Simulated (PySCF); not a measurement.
C₇H₈O₂.
SMILES: `O=C(O)[C@@]12CC=C[C@@H]1C2`

The closed-shell SCF was solved with PySCF and density fitting under several settings on one GFN2-xTB geometry (grid level 2 and gas phase unless stated).

| settings | basis functions | SCF cycles | E (Eh) | HOMO (eV) | LUMO (eV) | dipole (D) |
| --- | --- | --- | --- | --- | --- | --- |
| PBE0/pcSseg-1 | 193 | 14 | -421.4611 | -6.99 | 0.00 | 1.87 |
| wB97X-D/def2-SVPD | 250 | 14 | -421.5602 | -8.84 | 1.67 | 2.04 |
| B3LYP/def2-SVP | 166 | 15 | -421.6698 | -6.64 | -0.05 | 1.75 |
| B3LYP/def2-SVP, IEF-PCM methanol | 166 | 14 | -421.6795 | -6.58 | -0.05 | 2.28 |
| PBE0/6-31G*, grid level 3 | 142 | 14 | -421.4957 | -6.69 | 0.38 | 1.80 |
| B97-2/def2-SVP | 166 | 15 | -421.5354 | -6.66 | 0.07 | 1.79 |
| PBE0/pcSseg-1, fitting basis def2-universal-jkfit | 193 | 11 | -421.4611 | -6.99 | 0.00 | 1.87 |
| OPBE/STO-3G | 53 | 16 | -416.5766 | -2.52 | 1.95 | 1.04 |
| LC-wPBE/pcSseg-0, start guess vsap | 97 | 11 | -420.7516 | -9.80 | 2.33 | 1.62 |

Problem. Estimate the row for these settings: PBE0/pcseg-1, IEF-PCM benzene, fitting basis def2-universal-jkfit.

Solution. 
```csv
settings,basis functions,SCF cycles,E (Eh),HOMO (eV),LUMO (eV),dipole (D)
"PBE0/pcseg-1, IEF-PCM benzene, fitting basis def2-universal-jkfit",166,11,-421.4274,-6.98,-0.01,2.13
```

Problem. Over all rows, what range does the HOMO–LUMO gap span?

Solution. From 4.47 eV (OPBE/STO-3G) to 12.13 eV (LC-wPBE/pcSseg-0, start guess vsap). The functional of the narrowest has no exact exchange, that of the widest range-separated exact exchange.

Problem. Compare two rows with the functional PBE0: PBE0/6-31G*, grid level 3 and PBE0/pcSseg-1, fitting basis def2-universal-jkfit. Which energy is lower, and by how much?

Solution. PBE0/6-31G*, grid level 3 (142 functions) lies 0.0346 Eh or 22 kcal/mol below PBE0/pcSseg-1, fitting basis def2-universal-jkfit (193 functions). The smaller set gives the lower energy; the two sets aren't nested, so the variational bound doesn't order them by size.

wB97X-D ran without the empirical dispersion term, which would shift the total energy alone. Cycle counts include a coarse-grid stage where the run had one. All basis functions are spherical, in the Pople sets too. The structure is a single GFN2-xTB conformer; no vibrational corrections.
